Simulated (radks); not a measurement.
The numbers below are computed, except where a source is named.
Spherical quantum dot in the effective-mass picture: electrons in a parabolic well V = omega^2 r^2 / 2 with omega = 0.623, all in effective atomic units (hartree* = m*/eps^2 hartree, bohr* = eps/m* bohr), one dielectric constant everywhere. Level of theory: non-relativistic Kohn-Sham, r2SCAN, spin-polarised, spherical densities, generalised Kohn-Sham scheme (a radial shooting solver with Libxc functionals). Levels are named by radial order and angular momentum (1s, 1p, 1d, 2s, ...), and open shells are averaged over m. Results are scaled to m* = 0.026 and eps = 16.5, for which hartree* = 2.599 meV and bohr* = 33.58 nm. Each electron was tried in the lowest free levels, single moves between levels near the top were tried too, and the lowest total energy was kept; such a search can miss a lower state. The series stops at N = 11: beyond it a trial failed or the search could not be trusted, so later rows were left out. At N = 1 the Hartree and exchange-correlation terms need not cancel, so that row can carry a self-interaction error.

N	open shells	2S	E (meV)	addition energy mu(N+1) - mu(N) (meV)	e(HOMO) (meV)	rms radius (nm)
1	1s(up 1, down 0)	1	2.43129	1.472	2.9734	52.12
2	none	0	6.33497	2.398	4.4140	56.28
3	1p(up 1, down 0)	1	12.6365	0.8852	6.7355	63.86
4	1p(up 2, down 0)	2	19.8233	0.9144	7.6428	68.35
5	1p(up 3, down 0)	3	27.9245	1.255	8.5582	71.71
6	1p(up 3, down 1)	2	37.2804	0.7945	9.7484	74.81
7	1p(up 3, down 2)	1	47.4308	0.8161	10.557	77.44
8	none	0	58.3974	1.893	11.376	79.78
9	1d(up 1, down 0)	1	71.2570	0.7211	13.219	82.87
10	1d(up 2, down 0)	2	84.8377	0.7234	13.943	85.54
11	1d(up 3, down 0)	3	99.1419	-	14.665	87.91

All shells are closed at N = 2, 8 (there: 1s2 1p6); the second difference of the energy has clear peaks (12 % above both neighbours; the first and last values, which can be the largest, are not judged, and half-filled shells can peak too) at N = 2, 5, 8.
